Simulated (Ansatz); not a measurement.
Calculation: Ansatz (a first-principles code) with PBE0-D4/def2-TZVP. No frequencies were computed at this level.

Ansatz 0.2 input:
```yaml
crystal:
  periodic: [false, false, false]
  atoms:
    - { symbol: O, position_ang: [-1.631082, -0.604876, -0.014295] }
    - { symbol: Ga, position_ang: [-0.001053, -0.000649, -0.000147] }
    - { symbol: O, position_ang: [0.293219, 1.71131, -0.062186] }
    - { symbol: O, position_ang: [1.33682, -1.107705, 0.074837] }
    - { symbol: H, position_ang: [-1.735613, -1.555395, 0.023892] }
    - { symbol: H, position_ang: [-0.474963, 2.280133, -0.102902] }
    - { symbol: H, position_ang: [2.212672, -0.722817, 0.0808] }
basis:
  gaussian: { orbitals: def2-tzvp }
hamiltonian:
  xc: pbe0
  dispersion: d4
relax:
  max_steps: 150
```

Output:

```
Functional definition: PBE0
998 factors; their error is unknown
mean field evaluation 1: about -58545.4911 eV, gradient 9.6e1 eV
mean field evaluation 2: about -58517.5230 eV, gradient 1.6e2 eV
mean field evaluation 4: about -58559.5298 eV, gradient 4.5e0 eV
mean field evaluation 8: about -58559.5483 eV, gradient 1.6e-2 eV
mean field evaluation 16: about -58559.7471 eV, gradient 4.0e-5 eV
mean field -58559.74708918 eV, -2152.0310123051 hartree, gradient 4.0e-5 eV, S^2 0.000000; 0 other end points of the search recorded, 0 dependent functions left out
reference -58559.74711646 eV, -2152.0310133077 hartree; 29, 29 occupied and 130, 130 virtual orbitals, 998 factors
relax step   1: F+E_penalty+E_count = -58559.84056431 eV  Δ(F+E_penalty+E_count) = +0.000e0 eV  max|allowed force component| = 9.817e-1 eV/Å  Δτ_max = 0.0000 Å  (26 SCF iters, accepted)
these checks for a lower state are left out or cut short: starts, cluster_reference, orbital_swaps, neighbouring_geometries, increment
998 factors; their error is unknown
mean field -58559.78743718 eV, -2152.0324950668 hartree, gradient 1.8e-5 eV, S^2 0.000000; 0 other end points of the search recorded, 0 dependent functions left out
reference -58559.78746448 eV, -2152.0324960701 hartree; 29, 29 occupied and 130, 130 virtual orbitals, 998 factors
relax step   2: F+E_penalty+E_count = -58559.88022511 eV  Δ(F+E_penalty+E_count) = -3.966e-2 eV  max|allowed force component| = 4.875e-1 eV/Å  Δτ_max = 0.0182 Å  (30 SCF iters, accepted)
these checks for a lower state are left out or cut short: starts, cluster_reference, orbital_swaps, neighbouring_geometries, increment
998 factors; their error is unknown
mean field -58559.80269359 eV, -2152.0330557295 hartree, gradient 1.8e-5 eV, S^2 0.000000; 0 other end points of the search recorded, 0 dependent functions left out
reference -58559.80272087 eV, -2152.0330567320 hartree; 29, 29 occupied and 130, 130 virtual orbitals, 998 factors
relax step   3: F+E_penalty+E_count = -58559.89490109 eV  Δ(F+E_penalty+E_count) = -1.468e-2 eV  max|allowed force component| = 8.486e-2 eV/Å  Δτ_max = 0.0171 Å  (30 SCF iters, accepted)
these checks for a lower state are left out or cut short: starts, cluster_reference, orbital_swaps, neighbouring_geometries, increment
998 factors; their error is unknown
mean field evaluation 32: about -58559.5941 eV, gradient 2.1e0 eV
mean field -58559.80329655 eV, -2152.0330778880 hartree, gradient 1.8e-5 eV, S^2 0.000000; 0 other end points of the search recorded, 0 dependent functions left out
reference -58559.80332383 eV, -2152.0330788904 hartree; 29, 29 occupied and 130, 130 virtual orbitals, 998 factors
relax step   4: F+E_penalty+E_count = -58559.89549429 eV  Δ(F+E_penalty+E_count) = -5.932e-4 eV  max|allowed force component| = 3.056e-1 eV/Å  Δτ_max = 0.0212 Å  (30 SCF iters, accepted)
these checks for a lower state are left out or cut short: starts, cluster_reference, orbital_swaps, neighbouring_geometries, increment
998 factors; their error is unknown
mean field -58559.80576123 eV, -2152.0331684633 hartree, gradient 1.8e-5 eV, S^2 0.000000; 0 other end points of the search recorded, 0 dependent functions left out
reference -58559.80578843 eV, -2152.0331694629 hartree; 29, 29 occupied and 130, 130 virtual orbitals, 998 factors
relax step   5: F+E_penalty+E_count = -58559.89798114 eV  Δ(F+E_penalty+E_count) = -2.487e-3 eV  max|allowed force component| = 4.047e-3 eV/Å  Δτ_max = 0.0032 Å  (31 SCF iters, accepted)
998 factors; their error is unknown
mean field evaluation 64: about -58559.8058 eV, gradient 3.8e-3 eV
mean field -58559.80576123 eV, -2152.0331684633 hartree, gradient 1.8e-5 eV, S^2 0.000000; 1 other end points of the search recorded, 0 dependent functions left out
reference -58559.80578843 eV, -2152.0331694629 hartree; 29, 29 occupied and 130, 130 virtual orbitals, 998 factors
Total energy: -58559.89800834 eV, -2152.0365584821 hartree
Atom 0 at    -1.668544    -0.602270    -0.014166 Å, force    -0.003992    -0.001008    -0.000534 eV/Å
Atom 1 at    -0.000022    -0.000022    -0.000332 Å, force    -0.000435     0.000089     0.001572 eV/Å
Atom 2 at     0.313793     1.744801    -0.063199 Å, force     0.001528     0.004047    -0.000631 eV/Å
Atom 3 at     1.354731    -1.142576     0.077430 Å, force     0.002977    -0.003281    -0.000287 eV/Å
Atom 4 at    -1.725280    -1.559789     0.023282 Å, force    -0.000821    -0.001124    -0.000019 eV/Å
Atom 5 at    -0.487414     2.271999    -0.102931 Å, force    -0.000899     0.001310    -0.000104 eV/Å
Atom 6 at     2.212736    -0.712142     0.079915 Å, force     0.001642    -0.000032     0.000003 eV/Å
Dipole moment:    -0.000006     0.000033    -0.000297 e Å
```

Cost: very roughly 30 core-seconds.
